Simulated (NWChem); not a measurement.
System: hydronium (H₃O cation); SMILES [OH3+]

```xyz
4

O      0.0000     0.0000     0.0788
H      0.6693     0.6693    -0.2074
H      0.2450    -0.9143    -0.2074
H     -0.9143     0.2450    -0.2074
```
Atoms are numbered in this order, from 1.

Structure relaxed at the B3LYP/6-31G* (spherical d) level.

Question: Give the principal values of the shielding tensors (ppm) of O1 from PBE/def2-TZVP, GIAO (NWChem), with their diamagnetic and paramagnetic parts as GIAO splits them.

Answer: 
```csv
atom,σ11,σ22,σ33,isotropic,diamagnetic,paramagnetic
O1,266.9,315.4,315.4,299.2,385.8,-86.6
```
